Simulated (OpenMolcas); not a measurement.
**Ta III: effect of the basis set**

```json
{
  "Program": "OpenMolcas",
  "Method": "CASSCF",
  "Active space": "3 electrons in 10 orbitals (5d 6d)",
  "State averaging": "2S+1 = 4 even, 10 roots; 2S+1 = 2 even, 40 roots",
  "Spin-orbit coupling": "state interaction with AMFI integrals over the reference wave functions, term energies averaged over their components"
}
```

A. ANO-R2 [8s6p5d3f1g], X2C, finite nucleus; cost of the order of 30 core-seconds
B. ANO-RCC-VTZP [8s7p5d3f2g1h], DKH2, point nucleus; cost of the order of 26 core-seconds
C. ANO-RCC-VQZP [9s8p6d4f3g2h], DKH2, point nucleus; cost roughly 40 core-seconds

Energies in cm⁻¹ above 5d³ ⁴F_3/2.

```json
{"Level": "5d³ ⁴F_3/2", "A": "0.0", "B": "0.0", "C": "0.0"}
{"Level": "5d³ ⁴F_5/2", "A": "2431", "B": "2353", "C": "2438"}
{"Level": "5d³ ⁴F_7/2", "A": "4976", "B": "4840", "C": "4990"}
{"Level": "5d³ ⁴F_9/2", "A": "7345", "B": "7185", "C": "7365"}
{"Level": "5d³ ⁴P_3/2 [59 %]", "A": "11441", "B": "11466", "C": "11500"}
{"Level": "5d³ ⁴P_1/2", "A": "12293", "B": "12269", "C": "12359"}
{"Level": "5d³ ²G_7/2", "A": "14379", "B": "14297", "C": "14452"}
{"Level": "5d³ ²H_9/2 [51 %]", "A": "14911", "B": "14831", "C": "14986"}
{"Level": "5d³ ⁴P_5/2", "A": "15894", "B": "15794", "C": "15955"}
{"Level": "5d³ ²D_3/2(1) [51 %]", "A": "17910", "B": "17795", "C": "17990"}
{"Level": "5d³ ²P_1/2", "A": "19071", "B": "18967", "C": "19162"}
{"Level": "5d³ ²H_11/2", "A": "20317", "B": "20207", "C": "20392"}
{"Level": "5d³ ²D_5/2(1)", "A": "22216", "B": "22076", "C": "22303"}
{"Level": "5d³ ²P_3/2 [59 %]", "A": "24589", "B": "24370", "C": "24688"}
{"Level": "5d³ ²F_7/2", "A": "28857", "B": "28780", "C": "28975"}
{"Level": "5d³ ²F_5/2", "A": "29099", "B": "29035", "C": "29211"}
{"Level": "5d³ ²D_5/2(2)", "A": "43163", "B": "42960", "C": "43234"}
{"Level": "5d³ ²D_3/2(2)", "A": "43353", "B": "43135", "C": "43455"}
```

Among A to C the level of the table that moves most is 5d³ ²D_3/2(2), by 320 cm-1 (lowest in B, highest in C).

Without dynamic correlation excited terms often stand tens of per cent too high (terms of higher spin than the ground term too low), and those without a measured partner can miss by more than the paired ones. Active for correlation alone: 6d; no level in the range computed is led by a configuration that fills it, so any true level of that kind is missing. Levels of configurations outside the active space are missing. Levels that lie high or do not pair safely by name in every column are left out.

A share in square brackets marks a mixed level and gives the weight of the term that names it, the lowest over the columns. A number in round brackets counts repeated terms of one configuration in the order of the reference energies.
